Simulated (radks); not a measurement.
Problem. The mean radii <r> (bohr) of the occupied orbitals of an atom or ion are listed with their occupations. Method: scalar-relativistic Kohn-Sham, LDA (Slater exchange, Perdew-Wang correlation), spin-polarised, spherical densities, point nucleus; computed with a radial shooting solver on a logarithmic mesh with Libxc functionals.

orbital  occ.      <r>
1s up       1  0.01774
1s down     1  0.01774
2s up       1  0.07493
2s down     1  0.07493
2p up       3  0.06730
2p down     3  0.06730
3s up       1   0.1940
3s down     1   0.1940
3p up       3   0.1947
3p down     3   0.1947
3d up       5   0.1763
3d down     5   0.1763
4s up       1   0.4321
4s down     1   0.4321
4p up       3   0.4597
4p down     3   0.4597
4d up       5   0.4894
4d down     5   0.4891
5s up       1    1.007
5s down     1    1.003
4f up       7   0.5578
4f down     7   0.5553
5p up       3    1.172
5p down     3    1.166
5d up       5    1.793
6s up       1    2.903
6s down     1    3.069
5d down     1    1.868

Name the element and its charge. Open shells, if any, are filled with parallel spins first.

Solution. Z = 76, osmium, charge 0: Os in [Xe] 4f14 5d6 6s2. The 1s radius gives Z: for a bare nucleus <r> = (2 gamma + 1)/(2Z) with gamma = sqrt(1 - (Z/c)^2), 0.01753 bohr for Z = 76, and screening makes it slightly larger (0.01774 here). The occupations add up to 76, and the charge is Z minus that.
